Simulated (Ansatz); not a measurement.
Coupled-cluster diagnostics for Li₆N₃⁻, Ansatz.

Geometry of the singlet (r2SCAN-D4/def2-SVPD):

```xyz
9

Li   -0.961   -0.422    1.468
Li    1.783   -0.628    1.888
Li    0.374    1.853    2.235
Li    0.011    0.022   -0.733
Li    2.010    1.457    0.207
Li   -2.417   -1.613   -1.030
N     0.644    0.505    1.033
N    -1.168   -0.860   -2.277
N    -0.275   -0.313   -2.792
```

Correlated methods freeze 3 core orbitals; core or outer-core shells of Li are correlated, in sets that lack core-valence functions. Another isomer (singlet) lies 0.43 eV lower at PBE0-D4/def2-TZVPD; other spin states weren't run for this one.

Estimate the CCSD(T) correlation energy, the shares of MP2 and (T), T1 and the reference's ⟨S²⟩ for: charge -1, singlet, own geometry in def2-TZVPD; and the rough time on 4 threads of Arm Neoverse V2 on a shared host.


```csv
state,basis,correlation (eV),MP2 share (%),(T) share (%),T1,⟨S²⟩ (pure),wall time,remarks
"charge -1, singlet, own geometry",def2-TZVPD,-27.597,92.8,6.0,0.049,0.00 (0.00),9.3 min,"large T1 (0.049), restricted SCF unstable"
```
Customary marks for T1 are 0.02 (closed shells), 0.045 (open shells) and about 0.05 (3d metals). T1 exceeds 0.02 in 1 of 1 rows and 0.045 in 1; the higher it lies, the less the single-reference result can be trusted.
